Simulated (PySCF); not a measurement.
## What builds the third ionisation energy along group 11

All values are computed (PySCF 2.14, energy differences of UHF-based or UKS calculations, no spin-orbit coupling). Each column adds one step, in eV (sums use unrounded values): valence MP2, valence CCSD, valence triples, then the next inner shell at CCSD(T) (Cu 3s 3p, Ag 4s 4p, Au 5s 5p). References (NIST) marked * lie between the lowest fine-structure levels; the others compare directly ((s) semi-empirical, (t) theoretical).

```tsv
element	UHF	+ MP2	+ CCSD	+ (T)	+ inner shell	sum	reference
Cu [Ar] 3d9 → [Ar] 3d8 (def2-TZVPPD, non-relativistic)	34.291	2.628	-0.445	0.086	0.211	36.771	36.841 ± 0.012 *
Ag [Kr] 4d9 → [Kr] 4d8 (def2-TZVPPD with the def2 core potential (28 electrons), ECP)	32.980	1.853	-0.249	0.070	-0.110	34.544	34.8 ± 0.3 (s) *
Au [Xe] 4f14 5d9 → [Xe] 4f14 5d8 (def2-TZVPPD with the def2 core potential (60 electrons), ECP)	30.900	1.728	-0.212	0.082	-0.048	32.451	30 ± 1.6 (t) *
```

What remains against the references is mostly basis incompleteness and, for starred values, spin-orbit coupling.

These are valence bases, so the inner-shell step is incomplete.
